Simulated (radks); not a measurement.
Values are calculated unless marked as measured or tabulated.
Coulomb parameter of the 4f shell of the promethium ion Pm3+ in the model configuration [Xe] 4f2 6p2, as a second difference U = [E(n + 0.5) + E(n - 0.5) - 2 E(n)] / (0.5)^2 with all orbitals relaxed. "Bare": the charge of the atom changes with n. "Screened": the 6p shell takes up the change at fixed total charge, which measures U(4f,4f) + U(6p,6p) - 2 U(4f,6p). Code: a radial shooting solver on a logarithmic mesh with Libxc functionals. Model: Dirac Kohn-Sham, BLYP, spin-unpolarised, spherical densities, finite nucleus; open shells are shared between the two j in proportion to 2j + 1; Fermi nuclear charge, rms radius 4.962 fm.

case              configuration  E - E(n) (eV)
start              [Xe] 4f2 6p2          0.000
bare +0.5        [Xe] 4f2.5 6p2        -24.673
bare -0.5        [Xe] 4f1.5 6p2         29.832
screened +0.5  [Xe] 4f2.5 6p1.5        -15.270
screened -0.5  [Xe] 4f1.5 6p2.5         17.924

U(bare) = 20.638 eV, U(screened by 6p) = 10.616 eV.
